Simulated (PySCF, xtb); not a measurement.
SiCl₂, SMILES Cl[Si]Cl (connectivity only; charge and spin as stated), neutral, multiplicity 1.

Harmonic wavenumbers (cm⁻¹) from GFN2-xTB (xtb) at its own minimum, in rising order: 179, 423, 446.

Q: What does PBE-D3(BJ)/def2-TZVP run with PySCF give at its own minimum? (Estimate from the structure and the level; the computed values follow.)

A: 186, 492, 496. Paired by order, the mean absolute difference is 42 cm⁻¹ and the zero-point energies are 1.5 and 1.7 kcal/mol.
